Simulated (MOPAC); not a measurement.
Input file for MOPAC: PM7 on C2+, 2S+1 = 4, a spin state set in the input, which need not be the lowest, a point of a bond scan (R = 1.407 Å). Charge +1.

```
PM7 1SCF PRECISE CHARGE=1 UHF MS=1.5 THREADS=1
C2

C      0.00000000 1     0.00000000 1     0.00000000 1
C      0.00000000 1     0.00000000 1     1.40713900 1
```

The log:

```
*******************************************************************************
 **                                                                           **
 **                              MOPAC v23.2.5                                **
 **                                                                           **
 *******************************************************************************
 ** MOPAC's Digital Object Identifier: https://doi.org/10.5281/zenodo.6511958 **
 **                                                                           **
 ** Please cite the open-source release paper for use of this MOPAC version:  **
 ** J. E. Moussa and J. J. P. Stewart (2026)                                  **
 ** MOPAC: An open-source semiempirical molecular orbital program             **
 ** J. Open Source Softw., 11(119), 8025, https://doi.org/10.21105/joss.08025 **
 *******************************************************************************

                              PM7 CALCULATION RESULTS

 *******************************************************************************
 *  PM7        - The PM7 Hamiltonian to be used
 *  UHF        - UNRESTRICTED HARTREE-FOCK CALCULATION
 *
 *
 *
 *                 CHARGE ON SYSTEM = +1
 *
 *
 *
 *  MS=        - IN MECI, MAGNETIC COMPONENT OF SPIN =  1.5
 *  PRECISE    - TIGHTER CRITERIA TO BE USED
 *  1SCF       - DO 1 SCF AND THEN STOP
 *  THREADS=1  - MULTI-THREADING NOT USED
 *  T=         - A TIME OF 172800.0 SECONDS REQUESTED
 *  DUMP=N     - RESTART FILE WRITTEN EVERY 7200.0 SECONDS REQUESTED
 *******************************************************************************
PM7 1SCF PRECISE CHARGE=1 UHF MS=1.5 THREADS=1
 C2

   ATOM   CHEMICAL          X               Y               Z
  NUMBER   SYMBOL      (ANGSTROMS)     (ANGSTROMS)     (ANGSTROMS)

     1       C          0.00000000  *   0.00000000  *   0.00000000  *
     2       C          0.00000000  *   0.00000000  *   1.40713900  *



          CARTESIAN COORDINATES

    NO.       ATOM           X           Y           Z

     1         C          0.0000      0.0000      0.0000
     2         C          0.0000      0.0000      1.4071

 General Reference for PM7:
 "Optimization of Parameters for Semiempirical Methods VI: More Modifications to the
 NDDO Approximations and Re-optimization of Parameters", J. J. P. Stewart, J. Mol. Mod., 1:32, 19 (2013)
 https://link.springer.com/article/10.1007/s00894-012-1667-x

           Empirical Formula: C2  =     2 atoms



      MOLECULAR POINT GROUP   :   D*h


          UHF CALCULATION, NO. OF ALPHA ELECTRONS =    5
                           NO. OF BETA  ELECTRONS =    2

 -------------------------------------------------------------------------------
 PM7 1SCF PRECISE CHARGE=1 UHF MS=1.5 THREADS=1
 C2



     1SCF WAS SPECIFIED, SO BFGS WAS NOT USED
     SCF FIELD WAS ACHIEVED


                              PM7 CALCULATION
                                                       MOPAC v23.2.5 Linux




          FINAL HEAT OF FORMATION =        440.95832 KCAL/MOL =    1844.96960 KJ/MOL


          COSMO AREA              =         67.70 SQUARE ANGSTROMS
          COSMO VOLUME            =         50.48 CUBIC ANGSTROMS

          IONIZATION POTENTIAL    =         18.527740 EV
          ALPHA SOMO LUMO (EV)    =        -18.528 -7.527
          BETA  SOMO LUMO (EV)    =        -21.362 -9.049
          NO. OF ALPHA ELECTRONS  =          5
          NO. OF BETA  ELECTRONS  =          2
          MOLECULAR WEIGHT        =         24.0220         POINT GROUP:  D*h

          MOLECULAR DIMENSIONS (Angstroms)

            Atom       Atom       Distance
            C     2    C     1     1.40714
            C     2    C     1     0.00000
            C     1    C     2     0.00000


          SCF CALCULATIONS        =          1





   ATOM   CHEMICAL          X               Y               Z
  NUMBER   SYMBOL      (ANGSTROMS)     (ANGSTROMS)     (ANGSTROMS)

     1       C          0.00000000  *   0.00000000  *   0.00000000  *
     2       C          0.00000000  *   0.00000000  *   1.40713900  *

                             CARTESIAN COORDINATES

   1    C        0.000000000     0.000000000     0.000000000
   2    C        0.000000000     0.000000000     1.407139000


           Empirical Formula: C2  =     2 atoms



      MOLECULAR POINT GROUP   :   D*h


          ALPHA EIGENVALUES
 -33.61416 -24.00942 -18.84061 -18.52774 -18.52774  -7.52702  -7.52702  -3.95747


           BETA EIGENVALUES
 -32.50784 -21.36202  -9.04902  -9.04902  -8.96551  -5.46970  -5.46970  -3.53918


              NET ATOMIC CHARGES AND DIPOLE CONTRIBUTIONS

  ATOM NO.   TYPE          CHARGE      No. of ELECS.   s-Pop       p-Pop
    1          C           0.500000        3.5000     1.77294     1.72706
    2          C           0.500000        3.5000     1.77294     1.72706
 DIPOLE           X         Y         Z       TOTAL
 POINT-CHG.     0.000     0.000     0.000     0.000
 HYBRID         0.000    -0.000    -0.000     0.000
 SUM            0.000    -0.000     0.000     0.000


          ATOMIC ORBITAL ELECTRON POPULATIONS

     Atom    s        px        py        pz
    1  C   1.77294   0.50000   0.50000   0.72706
    2  C   1.77294   0.50000   0.50000   0.72706


                    (SZ)    =    1.500000
                    (S**2)  =    3.766508


          ATOMIC ORBITAL SPIN POPULATIONS

    Atom   Total    s     px     py     pz
         Atomic
    1  C  1.5000  0.032  0.500  0.500  0.468
    2  C  1.5000  0.032  0.500  0.500  0.468

 **********************
 *                    *
 * JOB ENDED NORMALLY *
 *                    *
 **********************




 == MOPAC DONE ==
```

The run finished.

Cost: roughly 0.010 core-seconds.
